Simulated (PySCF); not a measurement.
## Checking a proposed structure

A compound C₄H₁₇NSi₃ gives the data below (simulated from a calculation) and was assigned the structure `CC[Si]([SiH3])([SiH3])N(C)C`.

¹³C{¹H} NMR (computed): δ 27.5 (CH3, 3C), 23.8 (C).

¹H NMR (400 MHz, computed): δ 4.86 (s, 6H), 4.70 (s, 2H), 0.99 (s, 9H).

[PySCF 2.14: geometry from GFN2-xTB; GIAO PBE0/pcSseg-1 shieldings; one conformer; one averaged value for each set of equivalent atoms; no relativistic terms; no solvent model]

References, each an isolated molecule treated in the same way: TMS for ¹H, ¹³C.

**Question.** Compare with the shifts computed for the proposed structure, pairing carbons in order of shift.

**Answer.** Numbering as in the mapped SMILES `[CH3:1][CH2:2][Si:3]([SiH3:4])([SiH3:5])[N:6]([CH3:7])[CH3:8]`. Hydrogens are named by the atom that carries them.

| atom | computed for proposal | given list | difference |
| --- | --- | --- | --- |
| C7 | 42.1 | 27.5 | +14.6 |
| C8 | 42.1 | 27.5 | +14.6 |
| C2 | 13.9 | 27.5 | -13.6 |
| C1 | 11.8 | 23.8 | -12.0 |

The rms difference is 13.7 ppm and the largest +14.6 ppm at C7 (methyl carbon bonded to N). The proposal also would give 3 carbon signals, not 2. The carbon types in order of shift don't match either: CH3, CH3, CH2, CH3 for the proposal against CH3, CH3, CH3, C in the data. The proposal doesn't fit.

**Question.** Which isomer fits?

**Answer.** `CC(C)(C)[SiH2]N([SiH3])[SiH3]`.

1. Carbon types of the structure: 1 × C, 3 × CH3, leaving 8 H on heteroatoms.
2. δC 27.5: methyl carbon; aliphatic region, no heteroatom directly attached.
3. δC 23.8: fully substituted sp3 carbon bonded to Si.
4. δH 4.86: hydrogen on a silicon bonded to N.
5. δH 4.70: hydrogen on a silicon bonded to C, N.

Other isomers checked: CC[Si](C)(C)N([SiH3])[SiH3] (rms 22.4 ppm).

The data come from this structure; uniqueness wasn't tested.

Shifts are as computed. Against solution values, carbons near 30 ppm lie about +3 ppm off and those near 130 ppm about +5 ppm. Of 1211 compounds with measured shifts, 218 miss one by over three times the rms of a fit or turn the order of signals round; such compounds aren't used in these exercises. Multiplicities follow the n + 1 count of equivalent neighbours, as no J values were calculated; m marks all less simple cases, F and P coupling included.
